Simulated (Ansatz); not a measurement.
Geometry optimisation, RKS B3LYP-D4/6-31G* in Ansatz.

Input:

```yaml
crystal:
  periodic: [false, false, false]
  atoms:
    - { symbol: B, position_ang: [0.133521, 0.501376, -0.448069] }
    - { symbol: O, position_ang: [-0.063712, -0.066469, 2.087379] }
    - { symbol: H, position_ang: [-1.030302, -0.078787, 2.150874] }
    - { symbol: Cl, position_ang: [1.544742, -0.385692, -1.048758] }
    - { symbol: C, position_ang: [-1.313173, 0.056541, -0.847794] }
    - { symbol: H, position_ang: [-1.485732, -0.997097, -0.599256] }
    - { symbol: H, position_ang: [-2.097269, 0.660497, -0.382265] }
    - { symbol: H, position_ang: [-1.438124, 0.134091, -1.935443] }
    - { symbol: H, position_ang: [0.378354, 1.52068, 0.122606] }
    - { symbol: H, position_ang: [0.144396, 0.87286, 1.860625] }
basis:
  gaussian: { orbitals: "6-31G*" }
hamiltonian:
  xc: b3lyp
  dispersion: d4
relax:
  f_tol: 0.03
  max_steps: 50
```

Command:

```bash
$ ansatz run input.yaml --threads 1 --pin off --max-ram 2048MiB --backend cpu --events-out ev --progress --plain --runs-dir out
```

**Question.** Where does it end, and by what steps?

**Answer.** It converged. After 31 steps the energy has fallen by 0.446 eV; H3 moved furthest, 1.64 Å. Joined: B1–O2 (2.61 → 1.72 Å).

```json
{"step": "0", "energy less start (eV)": "0.0000", "largest force component (eV/Å)": "0.798", "accepted": "yes"}
{"step": "2", "energy less start (eV)": "-0.0397", "largest force component (eV/Å)": "2.139", "accepted": "yes"}
{"step": "4", "energy less start (eV)": "-0.2239", "largest force component (eV/Å)": "0.727", "accepted": "yes"}
{"step": "6", "energy less start (eV)": "-0.2918", "largest force component (eV/Å)": "0.222", "accepted": "yes"}
{"step": "8", "energy less start (eV)": "-0.3056", "largest force component (eV/Å)": "0.526", "accepted": "yes"}
{"step": "10", "energy less start (eV)": "-0.3456", "largest force component (eV/Å)": "0.219", "accepted": "yes"}
{"step": "12", "energy less start (eV)": "-0.3555", "largest force component (eV/Å)": "0.117", "accepted": "yes"}
{"step": "14", "energy less start (eV)": "-0.3680", "largest force component (eV/Å)": "0.369", "accepted": "yes"}
{"step": "16", "energy less start (eV)": "-0.3870", "largest force component (eV/Å)": "0.097", "accepted": "yes"}
{"step": "18", "energy less start (eV)": "-0.3901", "largest force component (eV/Å)": "0.072", "accepted": "yes"}
{"step": "20", "energy less start (eV)": "-0.3962", "largest force component (eV/Å)": "0.221", "accepted": "yes"}
{"step": "22", "energy less start (eV)": "-0.4154", "largest force component (eV/Å)": "0.149", "accepted": "yes"}
{"step": "24", "energy less start (eV)": "-0.1752", "largest force component (eV/Å)": "1.247", "accepted": "no"}
{"step": "26", "energy less start (eV)": "-0.4281", "largest force component (eV/Å)": "0.912", "accepted": "no"}
{"step": "28", "energy less start (eV)": "-0.4426", "largest force component (eV/Å)": "0.051", "accepted": "yes"}
{"step": "30", "energy less start (eV)": "-0.4453", "largest force component (eV/Å)": "0.172", "accepted": "yes"}
{"step": "31", "energy less start (eV)": "-0.4461", "largest force component (eV/Å)": "0.010", "accepted": "yes"}
```

```xyz
10
Properties=species:S:1:pos:R:3
B -0.172 0.704 -0.079
O -0.399 0.374 1.589
H 0.348 0.799 2.051
Cl 1.564 0.042 -0.345
C -1.315 -0.106 -0.815
H -1.264 -1.191 -0.646
H -2.315 0.240 -0.523
H -1.226 0.043 -1.898
H -0.188 1.901 -0.074
H -0.260 -0.586 1.701
```

Whether the end is a true minimum wasn't checked by a vibrational analysis.

Time of the run: 120 s on 1 thread of AMD EPYC 7R43 64-Core Processor (Zen 3), on a shared host, peak memory 0.16 GiB.
